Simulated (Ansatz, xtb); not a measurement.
# Relaxing a trial structure of CH7SbSi+

The starting geometry of this gas-phase doublet has its atoms placed at random.

```xyz
10

C    -1.0782    0.9017   -1.4900
Sb    0.9052    0.6989    0.7559
Si    0.2109   -1.7757   -1.3084
H    -0.8428    1.3246    0.5870
H    -0.1747   -0.8272    1.2907
H     0.7154   -1.2014    0.9037
H     0.7250    2.1190    0.3627
H    -0.2963    1.2508   -0.4927
H     2.1715    0.8697   -0.8392
H     1.8308   -1.4765    0.8492
```

Q: Guess where an optimisation with r2SCAN-D4/def2-SVP ends from this start.

A: It ends as a structure with H10 bridging Si3 and H6, given below by its coordinates. Distances that change by over a tenth: C1–H8 (1.31 → 1.10 Å), Sb2–H7 (1.48 → 1.73 Å), Sb2–H9 (2.04 → 1.72 Å), Si3–H10 (2.71 → 1.80 Å), H6–H10 (1.15 → 0.82 Å). Contacts that open: Sb2–H4 (1.86 → 2.76 Å), Sb2–H5 (1.94 → 3.57 Å), Sb2–H6 (1.92 → 3.08 Å), Sb2–H8 (1.82 → 2.79 Å). Contacts that close: C1–Sb2 (3.00 → 2.23 Å), C1–Si3 (2.98 → 1.84 Å), C1–H4 (2.13 → 1.11 Å), Si3–H5 (2.79 → 1.49 Å).

The energy falls by 16.40 eV over 51 steps:

```tsv
step	E − E(last) (eV)
1	16.398
7	5.311
12	0.748
18	0.343
23	0.290
29	0.220
34	0.109
40	0.034
45	0.002
51	0.000
```

Final geometry (Å):

```xyz
10

C    -0.6340    0.6626   -0.2964
Sb    0.9261    1.9817    0.5883
Si   -0.2163   -1.1189   -0.0730
H    -1.5758    0.8658    0.2480
H     0.3405   -1.4754    1.2674
H     1.6197   -0.7734   -0.6011
H     2.2044    1.0698   -0.1350
H    -0.7950    0.9510   -1.3478
H     1.0331    1.0634    2.0333
H     1.2641   -1.3427   -1.0649
```

From the same start GFN2-xTB ends elsewhere, in pieces: CH5SbSi + H2.

From so rough a start the end depends on the optimiser's path, so another program may land elsewhere. The end wasn't checked by frequencies. Open shells are spin-unrestricted. Atoms past krypton carry core potentials, without spin–orbit terms. Run with Ansatz 0.2.0, 5.2 min on 2 threads of Intel(R) Xeon(R) Processor @ 2.70GHz, with other jobs on the host.
